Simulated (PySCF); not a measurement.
C4H4F3N3O.
SMILES: `Cc1n[nH]c(OC(F)(F)F)n1`

Method: TDDFT CAM-B3LYP/def2-SVPD, vertical, gas phase, core orbitals frozen in the response (PySCF 2.14.0, density-fitted response routines). Isolated species at its PBE0-D3(BJ)/def2-SVP geometry (one conformer only). Torsions of this conformer, `[CH3:1][c:2]1[n:3][nH:4][c:5]([O:6][C:7]([F:8])([F:9])[F:10])[n:11]1`: N4–C5–O6–C7 -178°, C5–O6–C7–F8 179°.

```csv
state,E (eV),E (hartree),f,|μ| (D),"main configurations (H = HOMO, L = LUMO)"
S1,6.85,0.2517,0.0055,0.46,H-1→L+1 (97%)
S2,7.00,0.2574,0.131,2.22,H→L+1 (89%)
S3,7.01,0.2578,0.0059,0.47,H→L (85%)
S4,7.55,0.2774,0.0026,0.30,"H→L+4 (52%), H-2→L+1 (41%)"
S5,7.77,0.2856,0.0002,0.08,"H→L+2 (82%), H→L+5 (10%)"
S6,7.94,0.2916,0.0002,0.09,"H-1→L+4 (70%), H-3→L+1 (18%)"
```

The lowest singlet comes at 181 nm (661 kJ/mol) in the vacuum ultraviolet; it is weak; its leading configuration is HOMO-1→LUMO+1 (97%). The most intense listed level is S2 at 7.00 eV (177 nm, f = 0.131), 0.15 eV above S1. Löwdin shares by element: HOMO nitrogen 47% or more, carbon 30% or more (atoms not listed hold the other 24%); LUMO carbon 31% or more, oxygen 19%, hydrogen 18% or more (atoms not listed hold the other 32%). Of the 6 states listed, 1 reaches f = 0.01 and 2 stay under 0.0005. The listed states span 1.09 eV, and the widest gap between neighbours is 0.54 eV (S3 to S4). The oscillator strengths of these states sum to 0.145; summed over the whole spectrum of an exact calculation they would give the number of electrons, 84 (Thomas–Reiche–Kuhn). Singlets were solved by full linear response.
